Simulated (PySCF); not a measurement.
F5Si2, SMILES F[Si](F)[Si](F)(F)F, multiplicity 2. Atoms are numbered in the order given.

```xyz
7

F      1.9931     0.2445     1.3039
Si     1.3538    -0.4818     0.0000
F      1.9931     0.2445    -1.3039
Si    -0.9615     0.0086     0.0000
F     -1.3389     1.5707     0.0000
F     -1.6287    -0.6618    -1.2996
F     -1.6287    -0.6618     1.2996
```
Charge 0, spin multiplicity 2.

Coordinates come from a B3LYP-D3(BJ)/def2-SVP optimisation. The isomer is the one that the SMILES or the coordinates give; other isomers of the formula were not compared. One conformer was computed; it need not be the lowest.

The numbers are results of PBE0/pcH-1 (PySCF), not measurements.

Unrestricted Kohn–Sham, ⟨S²⟩ = 0.753. Hyperfine tensors hold the contact and dipolar terms, without spin-orbit corrections.

Computed hyperfine couplings:
| nucleus | A(iso) (MHz) | A(iso) (G) | dipolar principal values (MHz) |
|---|---|---|---|
| 19F no. 1 | 147.2 | 52.5 | -135.8, -126.8, 262.6 |
| 29Si no. 2 | -813.4 | -290.2 | -135.7, 65.0, 70.7 |
| 19F no. 3 | 147.2 | 52.5 | -135.8, -126.8, 262.6 |
| 29Si no. 4 | -357.6 | -127.6 | -30.8, 14.5, 16.3 |
| 19F no. 5 | 139.0 | 49.6 | -56.0, -51.7, 107.7 |
| 19F no. 6 | 35.8 | 12.8 | -21.3, -18.0, 39.3 |
| 19F no. 7 | 35.8 | 12.8 | -21.3, -18.0, 39.3 |
